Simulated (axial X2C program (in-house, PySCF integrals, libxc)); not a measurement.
## What spin–orbit coupling does to SbB⁺

Calculated with an in-house relativistic program for diatomic molecules. Spin-free means the one-electron spin-free X2C Hamiltonian; two-component (2c) means X2C with spin–orbit coupling and atomic mean-field two-electron Coulomb and Gaunt terms, so the difference of the two also holds small scalar two-electron terms. Basis: Sb dyall-cv3z [11s12p8d4f1g], B dyall-v3z [7s6p2d1f] (cores contracted in-house); Gaussian nuclei, density fitting, unrestricted open shells. Masses: Sb 120.904 u, B 11.009 u.

Spin-free state: M_S = 3/2, Λ = 0 (beyond evenly filled blocks: σα, π+α, π-α); fragments Sb + B+.

```tsv
level	Re (Å)	ωe (cm⁻¹)	De (eV)	μ (D)
HF	2.244	360.9	1.733	3.40
CCSD	2.228	454.5	1.998	n/a
CCSD(T)	2.222	483.8	2.146	n/a
```

Correlated methods: 7 electrons correlated (number of frozen shells: Sb 4 s, 3 p, 2 d; B 1 s), 237 virtual spin orbitals or spinors in MP2, 89 natural virtuals in coupled cluster.

Dipoles are positive if B is the positive end and refer to the centre of mass.

Two-component determinant lowest at the distance of the search:

Ω = 3/2 (⟨Sz⟩ = 1.49, ⟨Lz⟩ = 0.01 at HF); fragments Sb + B+.

```tsv
level	Re (Å)	ωe (cm⁻¹)	De (eV)	μ (D)
HF	2.246	353.3	1.721	3.34
CCSD	2.230	449.2	1.980	n/a
CCSD(T)	2.224	479.0	2.128	n/a
```

**Question.** From the two tables, how do the constants change at the CCSD(T) level (2c against spin-free)?

**Answer.** At the CCSD(T) level Re goes up by 0.002 Å and ωe decreases by 4.8 cm⁻¹; De changes by -0.018 eV.

Occupations by symmetry block were frozen at the best pattern of an incomplete PBE0 search. De is counted from the lowest determinant-based energies of the atoms at the same level, without counterpoise correction. Coupled cluster ran in a truncated set of natural virtual spinors; the MP2 energy of the rest was added. (T) has no such correction and the atoms are truncated less, which lowers De at CCSD(T) by a hundredth of an eV or more. PBE0 can misorder states that lie within some tenths of an eV, so this need not be the ground state of the molecule. The nearest other spin-free determinant of the search, M_S = 1/2, Λ = 0, lies 0.31 eV up at the distance of the search. With several unpaired electrons one determinant need not be a pure state. This is the top spin component of a Σ state; components of lower Ω are not single determinants and can lie lower. The T1 diagnostic is large, a sign of multireference character. With the outer-core shells frozen, correlated bond lengths of heavy atoms tend to come out a few hundredths of an ångström too long.
